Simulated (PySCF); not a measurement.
**Adding and removing an electron: SnI**

PBE0; PySCF, scalar-relativistic core potentials, basis sets Sn def2-TZVPPD with ECP28, I def2-TZVPPD with ECP28. Neutral (UKS): doublet (π ↑), Re = 2.716 Å, ωe = 195 cm⁻¹, De = 3.09 eV, HOMO -4.99 eV, LUMO -3.24 eV.

SnI⁺ (UKS): singlet (closed shell), Re = 2.592 Å, ωe = 242 cm⁻¹, De = 3.55 eV to Sn⁺ + I. The energies at the minima are -512.06539 hartree for SnI and -511.81396 for SnI⁺.

Work out the adiabatic ionisation energy, without and with harmonic zero-point energies (1 hartree = 27.2114 eV, 1 eV = 8065.5 cm⁻¹), and the change of the bond length.

At PBE0: 0.25143 hartree = 6.842 eV between the minima; the zero-point term (242.0 − 195.0)/2 cm⁻¹ = +0.003 eV makes it 6.845 eV. Re changes by -12.4 pm against the neutral. The electron leaves a π orbital, and the shorter bond of the ion fits an antibonding orbital, or a change in how ionic the bond is.

SnI⁻ (UKS): triplet (π ↑↑), Re = 2.920 Å, ωe = 136 cm⁻¹, De = 1.49 eV to Sn + I⁻. The energies at the minima are -512.06539 hartree for SnI and -512.12598 for SnI⁻.

Work out the adiabatic electron affinity, without and with harmonic zero-point energies (1 hartree = 27.2114 eV, 1 eV = 8065.5 cm⁻¹), and the change of the bond length.

At PBE0: 0.06059 hartree = 1.649 eV between the minima; the zero-point term (195.0 − 136.0)/2 cm⁻¹ = +0.004 eV makes it 1.652 eV. Re changes by +20.4 pm against the neutral. The electron enters a π orbital, and the longer bond of the ion fits an antibonding orbital, or a change in how ionic the bond is.

Spin–orbit coupling is left out, which matters for elements this heavy, above all for dissociation energies. For an ion De counts to the pair picked by the measured ionisation energies or electron affinities, which need not be the lowest pair at this level. States were picked by a PBE0 search and need not be the measured ground states.
